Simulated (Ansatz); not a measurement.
The numbers are results of PBE-D3(BJ)/def2-TZVP // PBE0-D3(BJ)/def2-SVP in Ansatz (a program for electronic structure), not measurements. All species are isolated molecules in the gas phase. One relaxed conformer stands for a flexible species; it need not be the lowest.  In the def2 sets, heavy atoms carry core potentials.

Reference species (SMILES): `C=C[CH2][Sn]([Cl])([Cl])[Cl]` (C–C–C–Sn torsion 99°) (neutral, multiplicity 1).

The vertical ionisation energy (Delta-SCF) is 9.25 eV and the HOMO–LUMO gap is 3.44 eV.

Changed species: `C=[CH][Sn]([Cl])([Cl])[Cl]` (Y = vinyl; the reference has Y = allyl).

**Question.** Predict the effect on the vertical ionisation energy (Delta-SCF) and HOMO–LUMO gap.

**Answer.** the vertical ionisation energy (Delta-SCF) rises by 0.97 eV, to 10.22 eV; the HOMO–LUMO gap increases by 1.13 eV, to 4.57 eV.
